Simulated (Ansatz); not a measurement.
System: pyridin-3-ylsilane, C$_{5}$H$_{7}$NSi, net charge 0, singlet state. SMILES: [SiH3]c1cccnc1
Geometry: optimised at B3LYP-D3(BJ)/def2-TZVP (Ansatz, a program for electronic structure).

Atomisation energy built up term by term with Ansatz (kcal/mol; UHF references for open shells; valence terms freeze the core; atomic spin-orbit terms are left out). Basis-set limits of correlation are two-point, X^-3; Hartree-Fock from the larger set.

The Hartree-Fock reference is unstable (checked in the largest basis), which strains HF and MP2. 

```tsv
term	basis	kcal/mol
Hartree-Fock	cc-pV(Q+d)Z	1053.66
CCSD correlation	CBS(cc-pV(T+d)Z,cc-pV(Q+d)Z)	359.88
(T)	CBS(cc-pV(T+d)Z,cc-pV(Q+d)Z)	30.80
core correlation	cc-pwCVTZ	6.17
scalar relativity (X2C)	cc-pVTZ-DK against cc-pVTZ	-1.68
sum: De		1448.8
```

(T) makes 2.1 % of the CCSD(T) atomisation energy; under 5 % is typical of single-reference molecules.
